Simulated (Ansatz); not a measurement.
One change: `B[N]([GeH3])C=C` becomes `BN(C=C)[SiH2][SiH3]`.

Ansatz, PBE0-D4/def2-TZVP geometries, multiplicity 1. Each molecule was computed in one conformer, which needn't be the lowest.

Scalar relativity is left out up to krypton.

```tsv
property	`B[N]([GeH3])C=C`
HOMO–LUMO gap (ωB97M-V/def2-TZVPP) / eV	10.38
HOMO–LUMO gap (PBE/def2-TZVPP) / eV	4.37
size of the dipole moment (ωB97M-V/def2-TZVPP) / D	1.16
LUMO energy (B3LYP/def2-TZVPP) / eV	-0.78
HOMO energy (PBE0/def2-TZVPP) / eV	-6.91
HOMO energy (PBE/def2-TZVPP) / eV	-5.90
```

Q: What does the change do to each property? (Best estimate.)

A: Ansatz gave: 
```csv
property,`BN(C=C)[SiH2][SiH3]`,shift
HOMO–LUMO gap (ωB97M-V/def2-TZVPP) / eV,10.36,-0.02
HOMO–LUMO gap (PBE/def2-TZVPP) / eV,4.38,0.01
size of the dipole moment (ωB97M-V/def2-TZVPP) / D,0.76,-0.40
LUMO energy (B3LYP/def2-TZVPP) / eV,-0.93,-0.15
HOMO energy (PBE0/def2-TZVPP) / eV,-7.07,-0.16
HOMO energy (PBE/def2-TZVPP) / eV,-6.06,-0.16
```

Dipoles are sizes alone; their direction can turn.

B3LYP here is the variant with VWN-RPA as its local correlation; programs differ in this.
